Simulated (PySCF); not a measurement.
SMILES [GeH3][CH2]c1ccco1 (C5H8GeO) at its GFN2-xTB optimised geometry (Å):

```
15

Ge    -2.2389    -0.8816    -0.0122
C     -0.4769    -1.7762     0.0019
C      0.5620    -0.7189     0.0000
C      1.9239    -0.7189     0.0000
C      2.3200     0.6433     0.0000
C      1.1726     1.3696     0.0007
O      0.1051     0.5516     0.0007
H     -3.3225    -1.9183    -0.0085
H     -2.4312    -0.0287     1.1947
H     -2.4193    -0.0489    -1.2351
H     -0.3622    -2.4250    -0.8694
H     -0.3707    -2.4133     0.8830
H      2.5672    -1.5758    -0.0004
H      3.3225     1.0201     0.0007
H      0.9869     2.4250     0.0012
```

Method: CAM-B3LYP/def2-TZVP (PySCF 2.14.0).

Map of the electron localisation function on the plane z = 1.5 Å:

```
|                           |
|                           |
|                           |
|                           |
|                           |
|                           |
|                           |
|               ..          |
|               :::.        |
|       ..      :==-.       |
|     =%@%.     .=++-..     |
|    -@@@@#   .  .-=-:.     |
|    *@@@@@.  .   .::.      |
|    +@@@@@-       ::.      |
|    :%@@@@:   .:::-:       |
|     -#@%+    .=+=-:       |
|      .--.     .--:.       |
|    ...    -+:   ...       |
|   .::.   :%@@-            |
|    ::.   =@@@#            |
|     .    =@@@%            |
|          .#@%=            |
|           .:.             |
|                           |
|                           |
|                           |
|                           |
```
Scale: ten equal steps from 0.000 (start of ' ') to 1.000 (end of '@'), in the order ' .:-=+*#%@'; x runs from -5.50 to 5.50, y from -5.50 (bottom) to 5.50 (top).
